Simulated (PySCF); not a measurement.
Two-dimensional NMR puzzle

Compound of formula C9H10Si. Correlations simulated from computed shifts and the bond graph:

HSQC (one-bond C–H):
```
  δH     δC
7.89  139.8
7.65  135.3
7.59  126.4
7.50  132.1
6.06  128.7
2.43   22.6
```

COSY cross peaks (H two or three bonds apart, from the bond graph; peaks can be absent where the dihedral angle is near 90°):
```
  δH    δH
7.89  7.50
7.65  7.59
7.65  7.50
6.06  4.81
```

HMBC (two and three bonds, from the bond graph):
```
  δH                                 δC
7.89         155.6, 141.5, 135.3, 132.1
7.65         155.6, 139.8, 132.1, 126.4
7.59  167.6, 155.6, 141.5, 135.3, 132.1
7.50         141.5, 139.8, 135.3, 126.4
6.06          167.6, 155.6, 141.5, 22.6
4.81  167.6, 155.6, 141.5, 139.8, 128.7
2.43                167.6, 155.6, 128.7
```

Carbons without hydrogens: δ 167.6, 155.6, 141.5.

[PySCF 2.14: GFN2-xTB structure; GIAO PBE0/pcSseg-1 shieldings; a single conformation; equivalent nuclei averaged; isolated molecule; non-relativistic]

Shifts are taken against calculated references (same method and geometry level): TMS for ¹H (σ = 31.72 ppm), ¹³C (σ = 186.93 ppm).

Exchangeable hydrogens are left out of these lists.

Task: Assemble the structure.

Result: SMILES CC1=C[SiH2]c2ccccc21.

Atoms are numbered as in `[CH3:1][C:2]1=[CH:3][SiH2:4][c:5]2[cH:6][cH:7][cH:8][cH:9][c:10]21`. Hydrogens are named by the atom that carries them.

δC 167.6 is C2, a fully substituted alkene carbon. δC 155.6 is C10, a substituted aromatic carbon. δC 141.5 is C5, a substituted aromatic carbon. δC 139.8 is C6, an aromatic CH (δH 7.89). δC 135.3 is C8, an aromatic CH (δH 7.65). δC 132.1 is C7, an aromatic CH (δH 7.50). δC 128.7 is C3, an alkene CH (δH 6.06). δC 126.4 is C9, an aromatic CH (δH 7.59). δC 22.6 is C1, an allylic methyl carbon (δH 2.43). HMBC from δH 7.89 reaches the proton-free carbons C10, C5. HMBC from δH 7.65 reaches the proton-free carbon C10. HMBC from δH 7.59 reaches the proton-free carbons C2, C10, C5. HMBC from δH 7.50 reaches the proton-free carbon C5. COSY links 7.89–7.50, 7.65–7.59, 7.65–7.50, 6.06–4.81.

This is the structure that produced the data.

Shifts are as computed. Against solution values, carbons near 30 ppm lie about +3 ppm off and those near 130 ppm about +5 ppm. Of 1211 compounds with measured shifts, 218 miss one by over three times the rms of a fit or turn the order of signals round; such compounds aren't used in these exercises.
